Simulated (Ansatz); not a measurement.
Ansatz results at the PBE0-D4/def2-TZVP geometry: HOMO energy (PBE0/def2-TZVPP) -5.96 eV; size of the dipole moment (PBE/def2-TZVPP) 1.53 D; HOMO–LUMO gap (PBE/def2-TZVPP) 4.30 eV.

Each molecule was computed in one conformer, which needn't be the lowest.

(1) Which molecule gave them?
A. `CC[Se]C`
B. `[GeH3][Se][GeH3]`
C. `C[Se][Se][SiH3]`
D. `[SiH3][Se][GeH3]`

## Answers

(1) A. The others give `C[Se][Se][SiH3]`: -6.57, 1.52, 3.09; `[SiH3][Se][GeH3]`: -6.99, 0.96, 4.59; `[GeH3][Se][GeH3]`: -6.86, 1.03, 4.55.
